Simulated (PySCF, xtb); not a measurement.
VF4, SMILES [F][V+]([F])([F])[F], charge +1, multiplicity 1.

GFN2-xTB (xtb 6.7.1) at its own geometry gives an orbital gap of 4.21 eV.

Coordinates come from a B3LYP-D3(BJ)/def2-SVP optimisation. The spin state was assumed, not searched. The isomer is the one that the SMILES or the coordinates give; other isomers of the formula were not compared.

Problem. What does PySCF with PBE/def2-TZVP give? (Estimate from the structure and the level; the computed values follow.)

Solution. gap 5.12 eV (levels -18.23 and -13.11 eV).
